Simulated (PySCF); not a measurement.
C$_{5}$H$_{6}$, charge -1, doublet, at a GFN2-xTB geometry (a state made from the parent by changing its charge; the spin is typed, not shown lowest) (in this run its highest filled SCF level lies above zero, so its values depend strongly on the basis, on diffuse functions most of all); B3LYP-D3BJM/6-31G (PySCF).

Input for PySCF:
```python
from pyscf import gto, scf, dft

mol = gto.Mole()
mol.atom = '''
    C    -0.990146    0.717108   -0.179866
    C     0.333254    1.144200   -0.138353
    C     1.229357   -0.030008    0.099822
    C     0.250729   -1.158455    0.185771
    C    -1.039772   -0.667558    0.015041
    H    -1.850240    1.361268   -0.339157
    H     0.697339    2.157593   -0.255533
    H     1.859936    0.078021    1.027840
    H     1.995329   -0.172127   -0.714799
    H     0.541602   -2.187835    0.356133
    H    -1.944494   -1.268640    0.031031
'''
mol.basis = '6-31g'
mol.charge = -1
mol.spin = 1
mol.verbose = 4
mol.build()

mf = dft.UKS(mol)
mf.xc = 'b3lyp'
mf.disp = 'd3bjm'
mf.kernel()
```

Predict the main parts of the log of this PySCF run.


```
PySCF version 2.14.0

[INPUT] verbose = 4
[INPUT] num. atoms = 11
[INPUT] num. electrons = 37
[INPUT] charge = -1
[INPUT] spin (= nelec alpha-beta = 2S) = 1
[INPUT] symmetry False subgroup None
[INPUT] Mole.unit = angstrom
[INPUT] Symbol           X                Y                Z      unit          X                Y                Z       unit  Magmom
[INPUT]  1 C     -0.990146000000   0.717108000000  -0.179866000000 AA   -1.871104763334   1.355137721735  -0.339897479121 Bohr   0.0
[INPUT]  2 C      0.333254000000   1.144200000000  -0.138353000000 AA    0.629758789916   2.162224631727  -0.261449278512 Bohr   0.0
[INPUT]  3 C      1.229357000000  -0.030008000000   0.099822000000 AA    2.323148039317  -0.056706901546   0.188636241206 Bohr   0.0
[INPUT]  4 C      0.250729000000  -1.158455000000   0.185771000000 AA    0.473809141486  -2.189162677633   0.351056311887 Bohr   0.0
[INPUT]  5 C     -1.039772000000  -0.667558000000   0.015041000000 AA   -1.964884311991  -1.261501792262   0.028423370640 Bohr   0.0
[INPUT]  6 H     -1.850240000000   1.361268000000  -0.339157000000 AA   -3.496446864715   2.572423702134  -0.640913843229 Bohr   0.0
[INPUT]  7 H      0.697339000000   2.157593000000  -0.255533000000 AA    1.317779725978   4.077259858279  -0.482887385788 Bohr   0.0
[INPUT]  8 H      1.859936000000   0.078021000000   1.027840000000 AA    3.514769649219   0.147438321965   1.942336099873 Bohr   0.0
[INPUT]  9 H      1.995329000000  -0.172127000000  -0.714799000000 AA    3.770625338402  -0.325272888643  -1.350774344113 Bohr   0.0
[INPUT] 10 H      0.541602000000  -2.187835000000   0.356133000000 AA    1.023479448517  -4.134408955738   0.672993833920 Bohr   0.0
[INPUT] 11 H     -1.944494000000  -1.268640000000   0.031031000000 AA   -3.674561110860  -2.397382150668   0.058640091371 Bohr   0.0

nuclear repulsion = 156.185313098956
number of shells = 37
number of NR pGTOs = 134
number of NR cGTOs = 57
basis = 6-31g
ecp = {}

******** <class 'pyscf.dft.uks.UKS'> ********
method = UKS
initial guess = minao
damping factor = 0
level_shift factor = 0
DIIS = <class 'pyscf.scf.diis.CDIIS'>
diis_start_cycle = 1
diis_space = 8
diis_damp = 0
SCF conv_tol = 1e-09
SCF conv_tol_grad = None
SCF max_cycles = 50
direct_scf = True
direct_scf_tol = 1e-13
number electrons alpha = 19  beta = 18
XC library pyscf.dft.libxc version 7.1.2
    S. Lehtola, C. Steigemann, M. J. T. Oliveira, and M. A. L. Marques,  SoftwareX 7, 1–5 (2018)
XC functionals = b3lyp
    P. J. Stephens, F. J. Devlin, C. F. Chabalowski, and M. J. Frisch,  J. Phys. Chem. 98, 11623 (1994)
radial grids:
    Treutler-Ahlrichs [JCP 102, 346 (1995); DOI:10.1063/1.469408] (M4) radial grids

becke partition: Becke, JCP 88, 2547 (1988); DOI:10.1063/1.454033
pruning grids: <function nwchem_prune>
grids dens level: 3
symmetrized grids: False
atomic radii adjust function: <function treutler_atomic_radii_adjust>
small_rho_cutoff = 0
Set gradient conv threshold to 3.16228e-05
tot grids = 129440
Calc dispersion correction with DFTD3.
Parameters: xc=b3lyp, version=d3bjm, atm=False
init E= -194.691092025707

cycle= 1 E= -193.881311462683  delta_E= 0.81  |g|= 0.442  |ddm|= 2.35
cycle= 2 E= -193.825035512697  delta_E= 0.0563  |g|= 0.556  |ddm|= 1.86
cycle= 3 E= -194.007010930344  delta_E= -0.182  |g|= 0.0133  |ddm|= 1.12
cycle= 4 E= -194.007094109207  delta_E= -8.32e-05  |g|= 0.0139  |ddm|= 0.0393
cycle= 5 E= -194.007205054989  delta_E= -0.000111  |g|= 0.0038  |ddm|= 0.0227
cycle= 6 E= -194.007220772294  delta_E= -1.57e-05  |g|= 0.00252  |ddm|= 0.00894
cycle= 7 E= -194.007226329414  delta_E= -5.56e-06  |g|= 0.000704  |ddm|= 0.00466
cycle= 8 E= -194.007227210432  delta_E= -8.81e-07  |g|= 6.78e-05  |ddm|= 0.00278
cycle= 9 E= -194.00722721893  delta_E= -8.5e-09  |g|= 1.85e-05  |ddm|= 0.00024
cycle= 10 E= -194.007227219541  delta_E= -6.1e-10  |g|= 5.51e-06  |ddm|= 7.85e-05
Extra cycle  E= -194.007227219538  delta_E= 2.5e-12  |g|= 7.76e-06  |ddm|= 2.86e-05
converged SCF energy = -194.007227219538  <S^2> = 0.76019531  2S+1 = 2.0101695
```
